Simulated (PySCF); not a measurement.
Delta-SCF ions had no search for a lower state. Excitations are Tamm–Dancoff values on a coarser integration grid. The basis has no diffuse functions, so Rydberg states are missing or too high.

**C$_{5}$H$_{5}$F, SMILES `FCC1=CC=C1` (F–C–C–C torsion 124°) (charge 0, multiplicity 1)**

These are PySCF with TPSSh-D3(BJ)/def2-TZVP // B3LYP-D3(BJ)/def2-TZVP values and carry that method's errors.

```json
{
  "HOMO": "-5.21 eV",
  "dipole_moment": "1.96 D",
  "LUMO": "-2.28 eV",
  "HOMO–LUMO gap": "2.93 eV",
  "S1 excitation (TDA)": "3.03 eV",
  "S1 oscillator strength": "0.003",
  "T1 excitation (TDA)": "1.29 eV",
  "S1–T1 gap (TDA)": "1.74 eV",
  "vertical ionisation energy (Delta-SCF)": "7.89 eV",
  "total_energy": "-293.3696 Ha",
  "cost": "very roughly 11 core-minutes"
}
```

```xyz
11

F     -2.2710     0.5506     0.9136
C     -1.6525    -0.1614    -0.1309
C     -0.1910    -0.0934    -0.0088
C      0.8017    -0.9785     0.0790
C      1.8507     0.1870     0.0592
C      0.8696     1.0811    -0.0249
H     -2.0005     0.2982    -1.0617
H     -1.9995    -1.1956    -0.0830
H      0.8553    -2.0569     0.1103
H      2.9277     0.2343     0.1060
H      0.8110     2.1572    -0.0775
```
